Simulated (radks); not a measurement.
Values are calculated unless marked as measured or tabulated.
Spherical quantum dot in the effective-mass picture: electrons in a parabolic well V = omega^2 r^2 / 2 with omega = 1.64, with a point charge +1 (a donor) at the centre, all in effective atomic units (hartree* = m*/eps^2 hartree, bohr* = eps/m* bohr), one dielectric constant everywhere. Level of theory: non-relativistic Kohn-Sham, PBEsol, spin-polarised, spherical densities (a radial shooting solver with Libxc functionals). Levels are named by radial order and angular momentum (1s, 1p, 1d, 2s, ...), and open shells are averaged over m. Results are scaled to m* = 0.428 and eps = 14.6, for which hartree* = 54.64 meV and bohr* = 1.805 nm.

N = 16, configuration 1s2 1p6 1d(up 5, down 1) 2s2. This is the lowest configuration that the search found. Occupied and some empty levels:

level,occupation,eigenvalue (meV),<r> (nm)
1s up,1,625.10,1.878
1s down,1,628.22,1.844
1p up,3,687.72,2.622
1p down,3,692.82,2.609
2s up,1,740.14,2.638
2s down,1,743.94,2.658
1d up,5,746.70,3.053
1d down,1,752.32,3.053
1f up,0,809.34,3.388
1f down,0,814.91,3.396
2p up,0,820.07,3.042
2p down,0,823.71,3.049
1g up,0,875.72,3.675
1g down,0,880.95,3.688

Energy (meV): total 7337.35, kinetic 1460.6, external 2208.8, Hartree 4187.2, exchange-correlation -519.27.
